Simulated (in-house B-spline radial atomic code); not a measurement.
## Ionising Ru7+ with different functionals

Computed with an all-electron radial atomic-structure program (B-spline basis): four-component Dirac-Coulomb Hamiltonian, Fermi nucleus of rms radius 4.4809 fm, spin-restricted, spherical fractional occupations for the functionals, and exact exchange of hybrids averaged over the configuration. The ionisation energy is the difference of two self-consistent energies, [Kr] 4d1 → [Ar] 3d10 4s2 4p6, without Breit or QED terms; ε is the level of the shell that loses the electron (mean over j). The electron is taken from both j subshells in proportion to 2j + 1, so the result is a j average, not the step between ground levels.

```csv
method,rung,ΔSCF (eV),-ε(4d) (eV)
PBE0,global hybrid,110.88,104.19
CAM-B3LYP,range-separated hybrid,?,?
LC-wPBE,range-separated hybrid,110.88,107.01
HSE06,range-separated hybrid,?,?
```

What does HSE06 give?

ΔSCF 110.82 eV, and -ε(4d) = 103.72 eV.

What does CAM-B3LYP give?

ΔSCF 110.89 eV, and -ε(4d) = 105.68 eV.

Among the functionals, which spreads more, the ΔSCF values or the orbital energies?

The orbital energies: ΔSCF values span about 0.07 eV and the orbital energies 3.29 eV; here energy differences depend much less on the functional than eigenvalues do.

How do they compare with the NIST value?

NIST lists 110 eV ± 2.1 (tabulated theory, ground level to ground level). Errors run from +0.82 to +0.89 eV; all lie within about twice that uncertainty, so the table can't rank the methods.
